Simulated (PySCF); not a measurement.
F2H3NSi.

```xyz
7

Si    -0.2150    -0.1194     0.2283
N      1.3914    -0.3068     0.7380
F     -0.5432    -0.8428    -1.1844
F     -0.5048     1.4440    -0.0652
H     -1.1421    -0.6525     1.2420
H      1.6602    -1.0295     1.3950
H      2.1843     0.0909     0.2473
```

Geometry optimised at ωB97X-D3(BJ)/def2-SVP. One conformer was computed; it need not be the lowest.

The numbers are results of PBE0/pcSseg-1 (PySCF), not measurements. Non-relativistic, no solvent.

Problem. Give the absolute GIAO shielding of each atom: isotropic value and principal components (ppm). (Estimate from the structure and the level; the computed values follow.)

Solution. 
```csv
atom,σ(iso),σ11,σ22,σ33,span
Si1,393.2,366.2,388.1,425.2,59.0
N2,233.2,207.6,216.8,275.1,67.5
F3,305.6,243.9,292.9,380.0,136.1
F4,330.6,268.8,327.7,395.2,126.4
H5,26.8,23.4,24.1,33.0,9.6
H6,30.0,24.0,25.3,40.5,16.5
H7,30.0,23.4,25.3,41.1,17.7
```
